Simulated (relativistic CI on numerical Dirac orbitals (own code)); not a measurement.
**Inner-shell lines of Ba27+**

These numbers are calculated, not measured: Dirac-Coulomb-Breit CI, separate exchange-only KLI orbitals for each configuration, QED by a radiative potential, unscaled Slater integrals (own radial code, finite nucleus).

CI space (outside the closed core 1s2 2p6 3s2 3p6 3d10): 2s2 4s, 2s 4s 4p, 2s 4s 5p, 2s 4p2, 2s 4p 5p, 2s2 4p. Levels of other configurations are missing.

The table holds the strongest lines. The upper levels have an inner-shell vacancy. Auger decay, open to those above the ionisation limit, is not computed, and radiative decays to configurations outside the model are missing too. Absolute energies can be off by a few tenths of a per cent, so close lines can change order. LS names give the leading component, which can be well under half, for lower levels too. Brackets number the levels in order of energy.

| λ (Å) | Upper | Lower | A (s⁻¹) | gA (s⁻¹) |
| --- | --- | --- | --- | --- |
| 2.07683 | 2s 4s 4p 4P°_1/2 [4] | 2s2 4s 2S_1/2 [1] | 6.79e+12 | 1.36e+13 |
| 2.07564 | 2s 4s 4p 4P°_3/2 [5] | 2s2 4s 2S_1/2 [1] | 1.43e+13 | 5.71e+13 |
| 2.07512 | 2s 4p2 4P_3/2 [12] | 2s2 4p 2P°_3/2 [3] | 1.02e+13 | 4.07e+13 |
| 2.07474 | 2s 4p2 2P_1/2 [13] | 2s2 4p 2P°_3/2 [3] | 2.23e+13 | 4.45e+13 |
| 2.07424 | 2s 4s 4p 2P°_1/2 [6] | 2s2 4s 2S_1/2 [1] | 2.75e+13 | 5.51e+13 |
| 2.07402 | 2s 4p2 2D_5/2 [14] | 2s2 4p 2P°_3/2 [3] | 1.87e+13 | 1.12e+14 |
| 2.074 | 2s 4p2 4P_1/2 [11] | 2s2 4p 2P°_1/2 [2] | 3.08e+13 | 6.16e+13 |
| 2.07371 | 2s 4p2 2D_3/2 [15] | 2s2 4p 2P°_3/2 [3] | 1.57e+13 | 6.29e+13 |
| 2.06782 | 2s 4s 4p 2P°_3/2 [8] | 2s2 4s 2S_1/2 [1] | 4.19e+13 | 1.68e+14 |
| 2.067 | 2s 4p2 2P_1/2 [13] | 2s2 4p 2P°_1/2 [2] | 4.14e+13 | 8.28e+13 |
| 2.06646 | 2s 4p2 4P_5/2 [16] | 2s2 4p 2P°_3/2 [3] | 1.33e+13 | 7.98e+13 |
| 2.0661 | 2s 4p2 2P_3/2 [17] | 2s2 4p 2P°_3/2 [3] | 5.43e+13 | 2.17e+14 |
| 2.06598 | 2s 4p2 2D_3/2 [15] | 2s2 4p 2P°_1/2 [2] | 3.70e+13 | 1.48e+14 |
| 2.06383 | 2s 4p2 2S_1/2 [18] | 2s2 4p 2P°_3/2 [3] | 2.92e+13 | 5.83e+13 |
| 2.06365 | 2s 4s 4p 2P°_1/2 [9] | 2s2 4s 2S_1/2 [1] | 2.44e+13 | 4.88e+13 |
| 2.06328 | 2s 4s 4p 2P°_3/2 [10] | 2s2 4s 2S_1/2 [1] | 2.39e+12 | 9.58e+12 |
| 1.95006 | 2s 4p 5p 4D_3/2 [27] | 2s2 4p 2P°_1/2 [2] | 8.56e+12 | 3.42e+13 |
| 1.94947 | 2s 4s 5p 4P°_3/2 [20] | 2s2 4s 2S_1/2 [1] | 8.28e+12 | 3.31e+13 |
| 1.94938 | 2s 4p 5p 4P_3/2 [33] | 2s2 4p 2P°_3/2 [3] | 4.70e+12 | 1.88e+13 |
| 1.94914 | 2s 4p 5p 2D_5/2 [34] | 2s2 4p 2P°_3/2 [3] | 7.61e+12 | 4.57e+13 |
| 1.9491 | 2s 4p 5p 2P_1/2 [35] | 2s2 4p 2P°_3/2 [3] | 6.13e+12 | 1.23e+13 |
| 1.94884 | 2s 4p 5p 2D_3/2 [36] | 2s2 4p 2P°_3/2 [3] | 6.99e+12 | 2.80e+13 |
| 1.94875 | 2s 4p 5p 4P_1/2 [28] | 2s2 4p 2P°_1/2 [2] | 6.39e+12 | 1.28e+13 |
| 1.94807 | 2s 4s 5p 2P°_1/2 [21] | 2s2 4s 2S_1/2 [1] | 8.85e+12 | 1.77e+13 |
| 1.94647 | 2s 4p 5p 4S_3/2 [38] | 2s2 4p 2P°_3/2 [3] | 3.62e+12 | 1.45e+13 |
| 1.94632 | 2s 4p 5p 2P_1/2 [31] | 2s2 4p 2P°_1/2 [2] | 1.68e+13 | 3.36e+13 |
| 1.94628 | 2s 4p 5p 2D_5/2 [39] | 2s2 4p 2P°_3/2 [3] | 1.55e+13 | 9.30e+13 |
| 1.94625 | 2s 4p 5p 2S_1/2 [40] | 2s2 4p 2P°_3/2 [3] | 1.38e+13 | 2.77e+13 |
| 1.94625 | 2s 4p 5p 2D_3/2 [32] | 2s2 4p 2P°_1/2 [2] | 1.60e+13 | 6.41e+13 |
| 1.9462 | 2s 4s 5p 2P°_3/2 [23] | 2s2 4s 2S_1/2 [1] | 1.38e+13 | 5.52e+13 |
| 1.94599 | 2s 4s 5p 2P°_1/2 [24] | 2s2 4s 2S_1/2 [1] | 1.52e+13 | 3.04e+13 |
| 1.94569 | 2s 4p 5p 4P_5/2 [41] | 2s2 4p 2P°_3/2 [3] | 1.93e+12 | 1.16e+13 |
| 1.94546 | 2s 4p 5p 2P_3/2 [42] | 2s2 4p 2P°_3/2 [3] | 1.04e+13 | 4.14e+13 |
| 1.94489 | 2s 4s 5p 2P°_3/2 [25] | 2s2 4s 2S_1/2 [1] | 4.04e+12 | 1.62e+13 |
| 1.9442 | 2s 4p 5p 2S_1/2 [43] | 2s2 4p 2P°_3/2 [3] | 5.69e+12 | 1.14e+13 |
